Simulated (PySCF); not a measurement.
**How methods differ on the ionisation energy of Se¹⁰⁺**

Se¹⁰⁺ [Ar] 3d6 [3d3/2^4 3d5/2^2, M_J = 4] → Se¹¹⁺ [Ar] 3d5 [3d3/2^4 3d5/2^1, M_J = 5/2], as a difference of total energies. All numbers are calculated (PySCF 2.14, the two-component X2C-1e Hamiltonian, in an uncontracted even-tempered set (17 s from 0.64 bohr⁻², ratio 2.8; 13 p from 0.83 bohr⁻², ratio 2.8; 8 d from 0.83 bohr⁻², ratio 2.8; 4 f from 4.1 bohr⁻², ratio 3)). Correlated levels: [Ne] frozen; the 76 highest virtual spinors dropped. "Screened" scales the spin-orbit matrix elements by Boettger's factors to mimic the two-electron term; Breit and QED terms are absent.

```csv
method,ionisation energy (eV)
GHF (spin-free),291.14
GMP2 (spin-free),292.50
GHF (screened spin-orbit),291.57
GMP2 (screened spin-orbit),292.92
```

How much does correlation contribute at GMP2 (screened spin-orbit)?

292.92 − (291.57) = 1.35 eV, measured against GHF (screened spin-orbit).

The spin-free rows relax to the high-spin LS determinant and lack the spin-orbit shift.

The labels give the starting determinants; with spin-orbit coupling the two ends relaxed to ⟨J²⟩ = 20.01, ⟨L²⟩ = 6.09, ⟨S²⟩ = 5.95 and ⟨J²⟩ = 8.75, ⟨L²⟩ = 0.02, ⟨S²⟩ = 8.71.

For comparison: 291 ± 2.4 eV (theoretical estimate listed by NIST; NIST Atomic Spectra Database, ionization energies).
